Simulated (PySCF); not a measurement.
Vertical excitations of a molecule C4H7FO from TDDFT-CAM-B3LYP/def2-SVPD in PySCF, as energy in eV (oscillator strength): 7.04 (0.010), 7.70 (0.042), 7.94 (0.008), 8.08 (0.007), 8.40 (0.011), 8.58 (0.002), 8.71 (0.065), 8.73 (0.011), 8.92 (0.004), 9.12 (0.022). Lowest triplet (TDA): 6.80 eV. The structure is a stationary point at B3LYP-D3(BJ)/def2-SVP. Other conformers were not sampled.

**Question.** Which structure fits?
A) C[C@@H](F)CC=O
B) O[C@H]1CC[C@@H]1F
C) CC(=O)[C@H](C)F
D) C[C@@]1(O)C[C@H]1F

**Answer.** D, C[C@@]1(O)C[C@H]1F
